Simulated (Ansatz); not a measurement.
`B1[CH2][InH][O]1`, charge 0, multiplicity 1.

Question: Give a relaxed structure at PBE0-D4/def2-TZVP (Ansatz 0.2.0). (An estimate is asked.)

Answer: The calculation gave: 
```xyz
8

B    -0.4528    0.8381    0.6481
C    -0.7366   -0.1666   -0.5727
In    1.2701   -0.8150   -0.1848
O     0.7749    0.7113    1.1741
H    -1.2537    1.6387    1.0680
H    -0.8957    0.2796   -1.5571
H    -1.5049   -0.9283   -0.4205
H     2.7987   -1.5579   -0.1551
```
Point group Cs.
